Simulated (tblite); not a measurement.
Compound: C5H9BCl2S.
SMILES with atom numbers: `[CH3:1]/[CH:2]=[C:3](\[S:4][CH2:5][CH3:6])[B:7]([Cl:8])[Cl:9]` (hydrogens: H10, H11, H12 on C1; H13 on C2; H14, H15 on C5; H16, H17, H18 on C6)

Computed with GFN2-xTB (tblite), gas phase: L-BFGS steps from a force-field or distance-geometry start until the largest atomic force falls under 0.01 eV/Å.

Step 22: E = -786.6707 eV
```
atom  x, y, z in Å  |  force x, y, z in eV/Å
C1      2.9364   -0.3393   -0.9531   -0.030   0.051   0.023
C2      1.9699    0.6185   -0.3467    0.029  -0.025  -0.002
C3      0.7014    0.3434    0.0056   -0.025  -0.042  -0.029
S4      0.0602   -1.2821   -0.3693    0.061  -0.026   0.012
C5     -1.7211   -1.1988    0.0104   -0.071   0.024  -0.008
C6     -2.5171   -0.2773   -0.9014   -0.069   0.013  -0.028
B7     -0.1400    1.4064    0.7699   -0.030  -0.032  -0.052
Cl8    -0.9017    1.1040    2.2841   -0.003  -0.022   0.027
Cl9    -0.2381    3.0065    0.1421    0.037   0.106  -0.013
H10     3.0733   -0.1017   -2.0103   -0.001  -0.036   0.067
H11     3.9065   -0.2480   -0.4610   -0.091  -0.035  -0.063
H12     2.5722   -1.3613   -0.8631    0.050   0.072  -0.041
H13     2.3549    1.6122   -0.1487   -0.042  -0.043   0.009
H14    -2.0543   -2.2303   -0.1118    0.047   0.016   0.072
H15    -1.8283   -0.9130    1.0547    0.032  -0.041  -0.001
H16    -1.9471    0.6026   -1.1929    0.045   0.013   0.081
H17    -2.8253   -0.7916   -1.8093    0.078   0.005   0.003
H18    -3.4103    0.0563   -0.3756   -0.017   0.001  -0.058
```

Step 23: E = -786.6731 eV
```
atom  x, y, z in Å  |  force x, y, z in eV/Å
C1      2.9364   -0.3377   -0.9546   -0.024   0.018   0.012
C2      1.9692    0.6165   -0.3480    0.021  -0.008   0.003
C3      0.7010    0.3401    0.0045    0.003  -0.003  -0.058
S4      0.0613   -1.2832   -0.3652    0.009  -0.095  -0.002
C5     -1.7219   -1.1990    0.0139   -0.066   0.044  -0.025
C6     -2.5154   -0.2777   -0.9009   -0.032   0.034  -0.019
B7     -0.1391    1.4040    0.7632   -0.073   0.019  -0.001
Cl8    -0.9059    1.0972    2.2737   -0.011  -0.016   0.054
Cl9    -0.2382    3.0099    0.1466    0.053   0.078  -0.026
H10     3.0744   -0.0996   -2.0112   -0.004  -0.032   0.054
H11     3.9049   -0.2473   -0.4624   -0.045  -0.022  -0.043
H12     2.5747   -1.3597   -0.8646    0.033   0.040  -0.049
H13     2.3533    1.6092   -0.1477   -0.038  -0.012   0.007
H14    -2.0592   -2.2296   -0.1025    0.062   0.012   0.058
H15    -1.8286   -0.9074    1.0564    0.032  -0.046   0.002
H16    -1.9454    0.6055   -1.1846    0.035   0.001   0.083
H17    -2.8182   -0.7862   -1.8127    0.086  -0.026  -0.018
H18    -3.4121    0.0514   -0.3803   -0.042   0.014  -0.033
```

Step 24: E = -786.6752 eV
```
atom  x, y, z in Å  |  force x, y, z in eV/Å
C1      2.9358   -0.3360   -0.9557   -0.012  -0.017  -0.001
C2      1.9686    0.6148   -0.3488   -0.010   0.010   0.010
C3      0.7005    0.3373    0.0023    0.002   0.030  -0.066
S4      0.0622   -1.2859   -0.3618   -0.046  -0.119  -0.008
C5     -1.7236   -1.1987    0.0163   -0.028   0.044  -0.027
C6     -2.5143   -0.2775   -0.9008    0.011   0.039  -0.003
B7     -0.1397    1.4025    0.7571   -0.090   0.055   0.033
Cl8    -0.9090    1.0913    2.2659   -0.012  -0.005   0.058
Cl9    -0.2369    3.0147    0.1500    0.063   0.030  -0.025
H10     3.0750   -0.0983   -2.0111   -0.005  -0.016   0.015
H11     3.9026   -0.2472   -0.4643    0.018  -0.006  -0.009
H12     2.5771   -1.3575   -0.8668    0.005  -0.011  -0.048
H13     2.3512    1.6064   -0.1462   -0.028   0.023   0.006
H14    -2.0623   -2.2291   -0.0935    0.059   0.003   0.036
H15    -1.8283   -0.9037    1.0578    0.027  -0.039   0.005
H16    -1.9428    0.6078   -1.1758    0.022  -0.003   0.077
H17    -2.8105   -0.7821   -1.8161    0.087  -0.043  -0.037
H18    -3.4142    0.0475   -0.3850   -0.063   0.023  -0.017
```

Question: Estimate the geometry and energy of step 25. (The exact step hangs on the optimiser's Hessian estimate; all steps are aligned on step 24, rigid shifts and turns removed.)

Answer: E = -786.6773 eV, largest force 0.120 eV/Å
```
atom  x, y, z in Å  |  force x, y, z in eV/Å
C1      2.9349   -0.3346   -0.9566    0.004  -0.040  -0.008
C2      1.9679    0.6133   -0.3494   -0.047   0.023   0.014
C3      0.6994    0.3352   -0.0009   -0.027   0.047  -0.056
S4      0.0624   -1.2904   -0.3590   -0.080  -0.089  -0.007
C5     -1.7258   -1.1980    0.0181    0.019   0.023  -0.014
C6     -2.5135   -0.2768   -0.9009    0.039   0.027   0.013
B7     -0.1422    1.4021    0.7515   -0.078   0.064   0.046
Cl8    -0.9113    1.0861    2.2601   -0.010   0.013   0.050
Cl9    -0.2343    3.0204    0.1527    0.066  -0.022  -0.016
H10     3.0752   -0.0974   -2.0106   -0.007   0.004  -0.029
H11     3.9004   -0.2474   -0.4664    0.074   0.008   0.023
H12     2.5792   -1.3558   -0.8697   -0.024  -0.060  -0.041
H13     2.3485    1.6043   -0.1443   -0.016   0.050   0.002
H14    -2.0639   -2.2288   -0.0844    0.042  -0.007   0.008
H15    -1.8273   -0.9014    1.0592    0.019  -0.023   0.009
H16    -1.9396    0.6100   -1.1660    0.008   0.002   0.063
H17    -2.8015   -0.7789   -1.8198    0.087  -0.042  -0.044
H18    -3.4173    0.0444   -0.3901   -0.068   0.023  -0.012
```

The energy changes by -0.0021 eV. The first-order estimate −F·Δx gives -0.0028 eV and the mean of the old and new forces, exact on a quadratic surface, -0.0021 eV. The step makes an angle of 66° with the force vector and moves no atom by more than 0.011 Å.

What follows is the cost of the whole relaxation. On an Arm Neoverse N1 with one thread, shared host, this took 2.6 s of wall time.
